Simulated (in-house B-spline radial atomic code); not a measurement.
Successive ionisation energies of tungsten; each step leads to the configuration of the next row (after the last: [Ar] 3d10 4s2 4p4). Dirac energy differences include first-order Breit, QED and recoil terms. NIST's values go from ground level to ground level; the uncertainty of those that are theory runs from under 0.1 % in few-electron ions to several per cent in heavy many-electron ones. Computed with an all-electron radial atomic-structure program (B-spline basis): Dirac-Hartree-Fock, average of the configuration, finite nuclei.

| ion | configuration | ionisation energy (eV) | tabulated value (eV) | tabulated kind | computed minus tabulated (eV) | highest orbital | largest mean radius (bohr) |
| --- | --- | --- | --- | --- | --- | --- | --- |
| W21+ | [Kr] 4d10 4f7 | 589.7 | 594.5 | semi-empirical | -4.8 | 4f7/2 | 0.48489 |
| W22+ | [Kr] 4d10 4f6 | 634.7 | 640.6 | semi-empirical | -5.9 | 4f7/2 | 0.47791 |
| W23+ | [Kr] 4d10 4f5 | 680.9 | 685.6 | semi-empirical | -4.7 | 4f7/2 | 0.47371 |
| W24+ | [Kr] 4d10 4f4 | 728.3 | 734.1 | semi-empirical | -5.8 | 4f7/2 | 0.46952 |
| W25+ | [Kr] 4d10 4f3 | 776.8 | 784.4 | semi-empirical | -7.6 | 4f7/2 | 0.46535 |
| W26+ | [Kr] 4d10 4f2 | 826.4 | 833.4 | semi-empirical | -7.0 | 4f7/2 | 0.4612 |
| W27+ | [Kr] 4d10 4f1 | 877.1 | 881.4 | semi-empirical | -4.3 | 4f7/2 | 0.45709 |
| W28+ | [Kr] 4d10 | 1134.8 | 1132.2 | semi-empirical | 2.6 | 4d5/2 | 0.45301 |
| W29+ | [Kr] 4d9 | 1184.7 | 1180 | semi-empirical | 4.7 | 4d5/2 | 0.44893 |
| W30+ | [Kr] 4d8 | 1235.2 | 1230.4 | semi-empirical | 4.8 | 4d5/2 | 0.44518 |
| W31+ | [Kr] 4d7 | 1286.3 | 1283.4 | semi-empirical | 2.9 | 4d5/2 | 0.4415 |
| W32+ | [Kr] 4d6 | 1338.0 | 1335.1 | semi-empirical | 2.9 | 4d5/2 | 0.43789 |
| W33+ | [Kr] 4d5 | 1390.4 | 1386.8 | semi-empirical | 3.6 | 4d5/2 | 0.43518 |
| W34+ | [Kr] 4d4 | 1443.5 | 1459.9 | semi-empirical | -16.4 | 4d5/2 | 0.43265 |
| W35+ | [Kr] 4d3 | 1497.1 | 1512.4 | semi-empirical | -15.3 | 4d5/2 | 0.43015 |
| W36+ | [Kr] 4d2 | 1551.4 | 1569.1 | semi-empirical | -17.7 | 4d5/2 | 0.42767 |
| W37+ | [Kr] 4d1 | 1606.3 | 1621.7 | semi-empirical | -15.4 | 4d5/2 | 0.42522 |
| W38+ | [Ar] 3d10 4s2 4p6 | 1860.1 | 1829.8 | semi-empirical | 30.3 | 4p3/2 | 0.42279 |
| W39+ | [Ar] 3d10 4s2 4p5 | 1915.2 | 1882.9 | semi-empirical | 32.3 | 4p3/2 | 0.42008 |

Where a p, d or f electron is removed, the computed value is a mean over both j, so it misses the tabulated one by a part of the spin-orbit splitting; averaging over terms and missing correlation add to the gap, relatively most at low charge.
